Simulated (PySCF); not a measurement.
B(F)(NMe2)(SiH3) (C2H9BFNSi), SMILES CN(C)B([SiH3])F.

Geometry: ωB97X-D3(BJ)/def2-SVP. Other conformers were not sampled.

Two levels are set side by side: PBE/def2-TZVP (PySCF) and PBE0/def2-TZVP (PySCF). Same geometry, gas phase. Differences are taken from unrounded values.

```tsv
quantity	PBE
orbital gap (eV)	5.08
highest occupied level (eV)	-6.19
lowest empty level (eV)	-1.10
dipole moment (D)	2.74
mean polarisability (bohr³)	80.5
```

### Question
These are the PBE values. What does PBE0 give? (Estimate from the structure and the level; the computed values follow.)

### Answer

```json
[
 {"quantity": "orbital gap (eV)", "PBE0": "7.24", "PBE minus PBE0": "-2.16"},
 {"quantity": "highest occupied level (eV)", "PBE0": "-7.47", "PBE minus PBE0": "1.28"},
 {"quantity": "lowest empty level (eV)", "PBE0": "-0.23", "PBE minus PBE0": "-0.88"},
 {"quantity": "dipole moment (D)", "PBE0": "2.69", "PBE minus PBE0": "0.04"},
 {"quantity": "mean polarisability (bohr³)", "PBE0": "77.0", "PBE minus PBE0": "3.5"}
]
```

PBE's occupied levels lie high since its potential decays too fast outside the molecule; exact exchange lowers them and widens the gap. Loosely held outer electrons make PBE densities more polarisable. Differences between two approximate levels are no errors against the true value.

Rough cost on one machine, each run with all the roots and properties that it gave: PBE0 against PBE within a factor of 2.
